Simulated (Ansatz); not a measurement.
`[NH2][Sn]([F])([F])[Cl]` and `[NH2][Sn]([F])([F])[SeH]` differ in one atom or group.

Ansatz, PBE0-D4/def2-TZVP geometries, multiplicity 1. Each molecule was computed in one conformer, which needn't be the lowest.

Elements past krypton have def2 core potentials. Scalar relativity is left out up to krypton. Spin–orbit coupling is left out; it splits and shifts lone-pair levels of the heavy atoms by tenths of an eV.

```csv
property,`[NH2][Sn]([F])([F])[Cl]`
HOMO energy (PBE0/def2-TZVPP) / eV,-8.92
HOMO energy (B3LYP/def2-TZVPP) / eV,-8.65
LUMO energy (ωB97M-V/def2-TZVPP) / eV,-0.29
HOMO–LUMO gap (B3LYP/def2-TZVPP) / eV,5.95
LUMO energy (PBE/def2-TZVPP) / eV,-3.32
LUMO energy (B3LYP/def2-TZVPP) / eV,-2.70
```

Task: What does the change do to each property? (An estimate is asked.)

Result: The calculation gave: 
| property | `[NH2][Sn]([F])([F])[SeH]` | shift |
| --- | --- | --- |
| HOMO energy (PBE0/def2-TZVPP) / eV | -7.94 | 0.98 |
| HOMO energy (B3LYP/def2-TZVPP) / eV | -7.69 | 0.96 |
| LUMO energy (ωB97M-V/def2-TZVPP) / eV | -0.10 | 0.19 |
| HOMO–LUMO gap (B3LYP/def2-TZVPP) / eV | 5.30 | -0.65 |
| LUMO energy (PBE/def2-TZVPP) / eV | -2.97 | 0.35 |
| LUMO energy (B3LYP/def2-TZVPP) / eV | -2.39 | 0.31 |

With PBE0 the HOMO rises by 0.98 eV and the LUMO rises by 0.29 eV, so the gap narrows by about 0.69 eV. PBE moves the HOMO by 0.68 eV and ωB97M-V by 1.17 eV. The zero-point energy changes by 18.0 kJ/mol with +3 modes.

B3LYP here is the variant with VWN-RPA as its local correlation; programs differ in this.
